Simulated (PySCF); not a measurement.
Al(H)(F)(NMe2) (C₂H₇AlFN), SMILES C[N]([AlH][F])C.

Geometry: PBE-D3(BJ)/def2-SVP. Other conformers were not sampled.

Level of theory: TDA-PBE/def2-SVPD run with PySCF.

Vertical excitations. Isolated molecule, no solvent. State labels are in the subgroup Cs.

Computed lowest excited states:
```csv
state,symmetry,energy (eV),λ (nm),f,main pairs
S1,A",4.60,269,0.020,HOMO→LUMO+1 99 %
S2,A',4.88,254,0.159,HOMO→LUMO 95 %
S3,A",5.37,231,0.008,HOMO→LUMO+2 100 %
S4,A",5.93,209,0.020,HOMO→LUMO+3 99 %
S5,A",6.29,197,0.017,HOMO→LUMO+4 100 %
S6,A",6.69,185,0.012,HOMO→LUMO+5 100 %
S7,A",6.78,183,0.018,HOMO−1→LUMO 95 %
S8,A",7.05,176,0.004,HOMO→LUMO+6 99 %
S9,A',7.18,173,0.062,HOMO→LUMO+7 94 %
S10,A',7.35,169,0.048,HOMO−1→LUMO+1 78 %
T1,A',3.85,322,0,HOMO→LUMO 99 %
T2,A",4.31,288,0,HOMO→LUMO+1 99 %
T3,A",5.28,235,0,HOMO→LUMO+2 100 %
T4,A",5.69,218,0,HOMO→LUMO+3 99 %
```
Triplets are in the Tamm–Dancoff approximation.
